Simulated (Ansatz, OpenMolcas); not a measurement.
Exact exchange and the HOMO–LUMO gap of CH5AsSi

The species is CH5AsSi (8 atoms), meant as a singlet with charge 0. As SMILES, `C1[SiH2][AsH]1`. The shape is that of a PBE0-D4/def2-TZVP optimisation.

The HOMO–LUMO gap y, in eV, basis def2-SVP; a is the functional's share of exact exchange. Programs: Ansatz 0.2.0, OpenMolcas 26.06.

```
functional     program     a  y (eV)
    revPBE  OpenMolcas     0    5.00
      BLYP  OpenMolcas     0    4.93
     B3LYP  OpenMolcas   0.2    6.38
      PBE0      Ansatz  0.25       ?
     BHLYP  OpenMolcas   0.5    8.55
```

Question: Fit y = c + s·a to the known rows and predict PBE0.

Answer: 
1. Means of the 4 rows: a = 0.1750, y = 6.215.
2. Σ(Δa)² = 0.1675, Σ(Δa·Δy) = 1.2005, so the slope is 1.2005/0.1675 = 7.1672.
3. Intercept: 6.215 − (7.1672) × 0.1750 = 4.961. The largest residual of the fit is 0.039.
4. PBE0: 4.961 + (7.1672) × 0.25 = 6.75 eV.

The run gave 6.78 eV, so the prediction is off by -0.03 eV, within the largest residual. Exact exchange lowers occupied levels and raises empty ones. The rows mix families of semi-local functionals, which the line can't see.
